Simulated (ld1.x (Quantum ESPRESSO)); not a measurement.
**Reading a pseudo-wave (Mn (Z = 25))**

Columns: radius, all-electron u(r) and pseudo u(r) of the 3p shell (level -72.27 eV) of manganese in the configuration [Ne] 3s2 3p6 3d5 4s0 4p0; PBEsol, scalar-relativistic, PAW scheme, ld1.x (Quantum ESPRESSO) 7.5.

```tsv
r (bohr)	all-electron	pseudo
0.123	0.5682	-0.0330
0.245	0.3329	-0.1251
0.368	-0.2773	-0.2618
0.490	-0.7703	-0.4180
0.613	-1.0444	-0.5705
0.735	-1.1310	-0.6935
0.858	-1.0980	-0.7719
0.980	-1.0015	-0.7971
1.103	-0.8772	-0.7714
1.225	-0.7490	-0.7058
1.348	-0.6269	-0.6149
1.470	-0.5183	-0.5168
1.593	-0.4234	-0.4234
1.715	-0.3436	-0.3436
1.838	-0.2765	-0.2765
1.960	-0.2217	-0.2217
2.083	-0.1767	-0.1767
2.205	-0.1405	-0.1405
2.328	-0.1112	-0.1112
2.450	-0.0879	-0.0879
2.573	-0.0691	-0.0691
2.695	-0.0544	-0.0544
2.818	-0.0426	-0.0426
2.940	-0.0334	-0.0334
3.063	-0.0261	-0.0261
3.185	-0.0204	-0.0204
```

(1) How many radial nodes do the two functions have?

(2) At about which radius was the pseudo-wave matched?

(3) Where does each function peak?

(4) Is the pseudo-wave norm-conserving?

Answers

(1) The all-electron 3p function has n − l − 1 = 1; the pseudo-wave has 0, since the states of the same l below it are removed with the core.

(2) 1.70 bohr, where the columns begin to agree (steps of 0.12 bohr).

(3) Outermost all-electron maximum near 0.73 bohr, pseudo maximum near 0.98 bohr (to the table’s step).

(4) No, it belongs to a PAW set: the norm inside the radius is not constrained, and the difference is carried by the augmentation charge.
